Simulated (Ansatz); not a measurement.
Species: sum formula MoO₂Cl, charge 1, multiplicity 1. SMILES: [O]=[Mo+](=[O])[Cl]
Structure (B3LYP-D3(BJ)/def2-TZVP (Ansatz, a quantum-chemistry and plane-wave program) minimum search):
```
Mo
O 1 1.6554
O 1 1.6554 2 104.98
Cl 1 2.2007 2 108.30 3 115.52
```
Charge +1, spin multiplicity 1.

Quantity: vertical electron affinity (to the doublet state of charge +0; a negative value means that the extra electron is unbound and the number depends on the basis; each state is the SCF solution reached for its spin; the UHF <S^2> is 0.88 for the doublet (pure: 0.75); for the singlet the Hartree-Fock reference is unstable and T1 is 0.033), in eV. Valence correlation only, unless marked. Open shells are spin-unrestricted. No spin-orbit coupling. Frozen are the shells of the preceding noble gas and the d and f shells that filled before the atom's block. In def2 rows, elements after Kr have scalar-relativistic effective core potentials. CBS marks a two-point X^-3 extrapolation of the correlation energy; Hartree-Fock from the larger set.

```
level                                program  vertical electron affinity (eV)
-----------------------------------  -------  -------------------------------
HF/def2-SVPD                          Ansatz                             9.76
HF/def2-TZVPPD                        Ansatz                             9.59
SVWN5/def2-TZVPD                      Ansatz                             8.89
PBE/def2-TZVPD                        Ansatz                             8.73
r2SCAN/def2-TZVPD                     Ansatz                             8.97
B3LYP/def2-TZVPD                      Ansatz                             9.14
PBE0/def2-TZVPD                       Ansatz                             9.12
BHLYP/def2-TZVPD                      Ansatz                             9.48
CAM-B3LYP/def2-TZVPD                  Ansatz                             9.36
wB97M-V/def2-TZVPD                    Ansatz                             9.20
wB97X-V/def2-TZVPD                    Ansatz                             9.21
wB97X/def2-TZVPD                      Ansatz                             9.17
B2PLYP/def2-TZVPD                     Ansatz                             8.69
MP2/def2-SVPD                         Ansatz                             7.82
RI-MP2/def2-TZVPPD                    Ansatz                             7.97
RI-MP2/def2-QZVPPD                    Ansatz                             8.04
RI-MP2/CBS(def2-TZVPPD,def2-QZVPPD)   Ansatz                             8.10
SCS-MP2/def2-SVPD                     Ansatz                             7.90
CCSD/def2-SVPD                        Ansatz                             9.09
CCSD(T)/def2-SVPD                     Ansatz                             8.84
```
